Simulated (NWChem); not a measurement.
Everything below was run with NWChem. System: F₂Zn, charge 0, spin multiplicity 1, at a geometry optimised with PBE0/def2-SVP. The structure started from a generated list of species. Level: CCSD(T)/def2-SVP, 11 core orbitals frozen.

Part of the output:

```
             Northwest Computational Chemistry Package (NWChem) 7.3.0
             --------------------------------------------------------

                                NWChem Input Module
                                -------------------

 Scaling coordinates for geometry "geometry" by  1.889725989
 (inverse scale =  0.529177249)

 Turning off AUTOSYM since
 SYMMETRY directive was detected!

                             Geometry "geometry" -> ""
                             -------------------------

 Output coordinates in angstroms (scale by  1.889725989 to convert to a.u.)

  No.       Tag          Charge          X              Y              Z
 ---- ---------------- ---------- -------------- -------------- --------------
    1 Zn                  30.0000     0.00000000     0.00000000     0.00000000
    2 F                    9.0000     0.00000000     0.00000000     1.72996300
    3 F                    9.0000     0.00000000     0.00000000    -1.72996300

 Effective nuclear repulsion energy (a.u.)     177.5687647911

            Nuclear Dipole moment (a.u.)
            ----------------------------
        X                 Y               Z
 ---------------- ---------------- ----------------
     0.0000000000     0.0000000000     0.0000000000

      Symmetry information
      --------------------

 Group name             D2h
 Group number             26
 Group order               8
 No. of unique centers     2

      Symmetry unique atoms

     1    2


 Summary of "ao basis" -> "" (spherical)
 ------------------------------------------------------------------------------
       Tag                 Description            Shells   Functions and Types
 ---------------- ------------------------------  ------  ---------------------
 *                          def2-svp                  on all atoms

 Summary of "ao basis" -> "ao basis" (spherical)
 ------------------------------------------------------------------------------
       Tag                 Description            Shells   Functions and Types
 ---------------- ------------------------------  ------  ---------------------
 Zn                         def2-svp                11       31   5s3p2d1f
 F                          def2-svp                 6       14   3s2p1d

                                 NWChem SCF Module
                                 -----------------

  ao basis        = "ao basis"
  functions       =    59
  atoms           =     3
[...]
task       207 out of       276 done  75%  at       1.6 secs
task       221 out of       276 done  80%  at       1.7 secs
task       235 out of       276 done  85%  at       1.7 secs
task       249 out of       276 done  90%  at       1.8 secs
task       263 out of       276 done  95%  at       1.8 secs
task       276 out of       276 done 100%  at       1.9 secs
 commencing triples evaluation - blocking       1
 ccsd(t): done        1 out of       35 progress:    2.9%
 ccsd(t): done        2 out of       35 progress:    5.7%
 ccsd(t): done        3 out of       35 progress:    8.6%
 ccsd(t): done        4 out of       35 progress:   11.4%
 ccsd(t): done        5 out of       35 progress:   14.3%
 ccsd(t): done        6 out of       35 progress:   17.1%
 ccsd(t): done        7 out of       35 progress:   20.0%
 ccsd(t): done        8 out of       35 progress:   22.9%
 ccsd(t): done        9 out of       35 progress:   25.7%
 ccsd(t): done       10 out of       35 progress:   28.6%
 ccsd(t): done       11 out of       35 progress:   31.4%
 ccsd(t): done       12 out of       35 progress:   34.3%
 ccsd(t): done       13 out of       35 progress:   37.1%
 ccsd(t): done       14 out of       35 progress:   40.0%
 ccsd(t): done       15 out of       35 progress:   42.9%
 ccsd(t): done       16 out of       35 progress:   45.7%
 ccsd(t): done       17 out of       35 progress:   48.6%
 ccsd(t): done       18 out of       35 progress:   51.4%
 ccsd(t): done       19 out of       35 progress:   54.3%
 ccsd(t): done       20 out of       35 progress:   57.1%
 ccsd(t): done       21 out of       35 progress:   60.0%
 ccsd(t): done       22 out of       35 progress:   62.9%
 ccsd(t): done       23 out of       35 progress:   65.7%
 ccsd(t): done       24 out of       35 progress:   68.6%
 ccsd(t): done       25 out of       35 progress:   71.4%
 ccsd(t): done       26 out of       35 progress:   74.3%
 ccsd(t): done       27 out of       35 progress:   77.1%
 ccsd(t): done       28 out of       35 progress:   80.0%
 ccsd(t): done       29 out of       35 progress:   82.9%
 ccsd(t): done       30 out of       35 progress:   85.7%
 ccsd(t): done       31 out of       35 progress:   88.6%
 ccsd(t): done       32 out of       35 progress:   91.4%
 ccsd(t): done       33 out of       35 progress:   94.3%
 ccsd(t): done       34 out of       35 progress:   97.1%
 ccsd(t): done       35 out of       35 progress:  100.0%
 Time for integral evaluation pass     1        1.90
 Time for triples evaluation pass      1        2.16

 pseudo-e(mp4)  -0.14689566628487E-01
 pseudo-e(mp5)   0.30981011294110E-02
        e(t)    -0.11591465499076E-01

 --------------
 CCSD(T) Energy
 --------------
 Reference energy:                   -1976.322778375308417

 CCSD corr. energy:                     -0.655514256442165
 T(CCSD) corr. energy:                  -0.014689566628487
 Total CCSD+T(CCSD) energy:          -1976.992982198378968

 CCSD corr. energy:                     -0.655514256442165
 (T) corr. energy:                      -0.011591465499076
 Total CCSD(T) energy:               -1976.989884097249615

 routine      calls  cpu(0)   cpu-min  cpu-ave  cpu-max   i/o
 aoccsd          1     0.02     0.02     0.02     0.02    0.00
 iterdrv         1     0.02     0.02     0.02     0.02    0.00
 pampt          12     0.08     0.08     0.08     0.08    0.00
 t2pm           12     0.16     0.16     0.16     0.16    0.00
 sxy            12     0.22     0.22     0.22     0.22    0.00
 ints       868920    22.94    22.94    22.94    22.94    0.00
 t2eri        3312     5.27     5.27     5.27     5.27    0.00
 idx2         3312     0.66     0.66     0.66     0.66    0.00
 idx34          12     0.08     0.08     0.08     0.08    0.00
 ht2pm          12     0.19     0.19     0.19     0.19    0.00
 itm            12     0.84     0.84     0.84     0.84    0.00
 pdiis          12     0.02     0.02     0.02     0.02    0.00
 triples         1     0.00     0.00     0.00     0.00    0.00
 rdtrpo          1     0.01     0.01     0.01     0.01    0.00
 trpmos          1     1.90     1.90     1.90     1.90    0.00
 trpdrv          1     0.34     0.34     0.34     0.34    0.00
 dovvv       82810     0.67     0.67     0.67     0.67    0.00
 doooo       82810     0.32     0.32     0.32     0.32    0.00
 tengy       76895     0.75     0.75     0.75     0.75    0.00
 Total                34.48    34.48    34.48    34.48    0.00

 Task  times  cpu:       37.5s     wall:       37.5s

 Total times  cpu:       37.6s     wall:       37.6s
```

Task: Write an NWChem input that would produce this output.

Result: This is not unique; one that fits is 
```
start mol
memory heap 100 mb stack 700 mb global 1900 mb
geometry units angstroms nocenter noautoz
  Zn     0.000000     0.000000     0.000000
  F      0.000000     0.000000     1.729963
  F      0.000000     0.000000    -1.729963
  symmetry group D2h
end
basis spherical
  * library def2-svp
end
scf
  rhf
  nopen 0
  maxiter 100
  thresh 1e-7
  semidirect memsize 60000000 filesize 0
end
ccsd
  freeze core 11
  maxiter 60
end
task ccsd(t) energy
```
